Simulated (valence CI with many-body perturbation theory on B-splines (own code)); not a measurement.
## From CI to CI+MBPT in Mo¹⁸⁺

Calculated by relativistic CI+MBPT: six valence electrons over a frozen Dirac-Fock core [Ar], radial functions for each j: 7 s, 7 p, 8 d, 6 f, 4 g, 1 h, with the one-electron correlation potential Σ1, the two-electron term Σ2, the three-electron term Σ3, Breit, model QED; selected CI, second order for the rest, scaled by the run's own slope (own B-spline code, finite nucleus).

No measured levels were compared; by estimate terms of the open shell hold to 2 to 4 % of their energy, and close levels can change places. Core correlation moves these levels by up to 9500 cm⁻¹, and in measured spectra 5 to 20 % of such shifts remained as error; rates that hang on mixing are uncertain with them. Among the levels kept, up to 710 cm⁻¹ of a level comes from second order outside the variational space, and about a tenth of that is noise between levels of different J, which matters for small intervals. Only levels of the ground parity were solved; by the run's estimate the other parity begins above the list, which can be wrong where configurations are misplaced.

Each rung adds one term. CI alone is the Dirac-Coulomb CI over the frozen core; QED comes last and gives the full result, which names the levels. Energies are above 3d⁶ ⁵D_4 on the same rung, in cm⁻¹.

Names give the largest LS component (configuration and term), which can be under half, so a name can repeat, a term be missing and a line seem to break the LS rules; names also repeat where a configuration has a term twice. Letters in brackets count levels of one name in rising energy.

```csv
Level,CI alone
3d⁶ ⁵D_3,15181
3d⁶ ⁵D_2,19150
3d⁶ ⁵D_1,25277
3d⁶ ⁵D_0,27090
3d⁶ ³F_4 [a],65832
3d⁶ ³P_2 [a],74218
3d⁶ ³H_6,75348
3d⁶ ³H_5,76160
3d⁶ ³F_3 [a],87575
3d⁶ ³F_2 [a],91726
3d⁶ ³H_4,94492
3d⁶ ³P_0 [a],103834
3d⁶ ³G_5,106038
3d⁶ ³P_1 [a],109990
3d⁶ ³G_4,110731
3d⁶ ³G_3,116925
```

**Question.** What do these energies become with core correlation, Breit and QED?

**Answer.** 3d⁶ ⁵D_3 15983 (+802); 3d⁶ ⁵D_2 19432 (+282); 3d⁶ ⁵D_1 25657 (+380); 3d⁶ ⁵D_0 27535 (+445); 3d⁶ ³F_4 [a] 64002 (-1830); 3d⁶ ³P_2 [a] 70531 (-3687); 3d⁶ ³H_6 71902 (-3446); 3d⁶ ³H_5 74062 (-2098); 3d⁶ ³F_3 [a] 85047 (-2528); 3d⁶ ³F_2 [a] 88184 (-3542); 3d⁶ ³H_4 92754 (-1738); 3d⁶ ³P_0 [a] 100870 (-2964); 3d⁶ ³G_5 103782 (-2256); 3d⁶ ³P_1 [a] 105998 (-3992); 3d⁶ ³G_4 108339 (-2392); 3d⁶ ³G_3 114791 (-2133).

**Question.** How does the ionisation energy move along the ladder, and which term matters most?

**Answer.** CI alone 745.30, + Σ1 747.46, + Σ2 757.64, + Σ3 757.85, + Breit 757.66, + QED 757.69 eV. The largest step is Σ2, 10.18 eV. NIST lists 758 ± 3 eV (theoretical).
